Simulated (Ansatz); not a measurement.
Cost and result for the atomization energy of `[SiH3]C[SiH2][SeH]` (12 atoms, 11 bonds).

Cartesian coordinates in Å:
```
Si -1.038 1.215 -0.623
C 0.370 0.713 0.514
Si 1.147 -0.930 0.095
Se -0.407 -2.567 -0.258
H -2.288 0.507 -0.251
H -1.275 2.681 -0.518
H -0.700 0.895 -2.035
H 1.158 1.474 0.470
H 0.005 0.692 1.546
H 1.862 -0.852 -1.205
H 2.099 -1.352 1.156
H -0.933 -2.477 1.111
```

The species carries charge 0 and has multiplicity 1. Correlated methods include outer-core shells of Se, which these sets cover unevenly. Scalar relativity is left out up to krypton. Geometry: relaxed with PBE0-D4/def2-TZVP. It is one conformer, not always the lowest. Program: Ansatz. All runs use 4 threads of an INTEL XEON PLATINUM 8581C on a shared host. Times are those of one run each, without the atoms' runs, and a repeat can differ threefold. Electronic energies, without spin–orbit coupling; frozen cores. CCSD(T)/CBS adds CCSD(T) − MP2 in def2-TZVPP to the MP2 limit, and its time is that of the two runs behind it. T1 = 0.010. With those shells the extrapolation isn't a true limit. B3LYP takes the VWN-RPA correlation (the form of Gaussian; ORCA's B3LYP/G). HSE06 is the plane-wave form, built on full-range PBE exchange.

CCSD(T)/CBS is a level of theory with its own doubt, some kJ/mol a heavy atom from the limit and from the frozen cores, so smaller differences don't rank the functionals.

```
                             level  functions  wall time
            LDA (SPW92)/def2-TZVPP        275      1.1 s
              revPBE-D4/def2-TZVPP        275      1.7 s
               BHLYP-D4/def2-TZVPP        275        3 s
r2SCAN-D4/def2-TZVPP (with forces)        275      3.4 s
               HSE06-D4/def2-TZVPP        275      3.4 s
 B3LYP-D4/def2-TZVPP (with forces)        275      4.5 s
             r2SCANh-D4/def2-TZVPP        275      4.6 s
                  CCSD(T)/def2-SVP        122      4.7 s
                 B2PLYP/def2-TZVPP        275      4.9 s
  ωB97M-V/def2-TZVPP (with forces)        275      9.5 s
                    MP2/def2-QZVPP        526       23 s
                CCSD(T)/def2-TZVPP        275      120 s
                 CCSD(T)/CBS(def2)          –    2.3 min
```

(1) What atomization energy does each give, and how far from CCSD(T)/CBS? (Best estimate.)

Results:

(1) Computed: 
```tsv
level	atomization (kJ/mol)	difference from CCSD(T)/CBS	per bond
LDA (SPW92)/def2-TZVPP	4210.9	408.9	37.2
revPBE-D4/def2-TZVPP	3714.9	-87.1	-7.9
BHLYP-D4/def2-TZVPP	3737.9	-64.1	-5.8
r2SCAN-D4/def2-TZVPP (with forces)	3791.3	-10.7	-1.0
HSE06-D4/def2-TZVPP	3761.3	-40.7	-3.7
B3LYP-D4/def2-TZVPP (with forces)	3781.9	-20.1	-1.8
r2SCANh-D4/def2-TZVPP	3781.1	-20.9	-1.9
CCSD(T)/def2-SVP	3551.4	-250.6	-22.8
B2PLYP/def2-TZVPP	3729.2	-72.8	-6.6
ωB97M-V/def2-TZVPP (with forces)	3789.4	-12.6	-1.1
MP2/def2-QZVPP	3751.1	-50.9	-4.6
CCSD(T)/def2-TZVPP	3703.8	-98.2	-8.9
CCSD(T)/CBS(def2)	3802.0	0.0	0.0
```

At CCSD(T), def2-SVP lies −250.6 kJ/mol from the extrapolated value and def2-TZVPP −98.2 kJ/mol: correlation converges slowly with the basis, and small sets miss more of it in the bonded molecule than in its fragments. From BLYP to BHLYP (50 % exact exchange), in def2-TZVPP and without D4, the atomization energy moves by +22.8 kJ/mol. The D4 term adds +50.3 kJ/mol with B3LYP and +26.6 kJ/mol with PBE0; it sums over pairs of atoms, weighted by their polarisabilities, and B3LYP, whose exchange is more repulsive, gets the larger term.
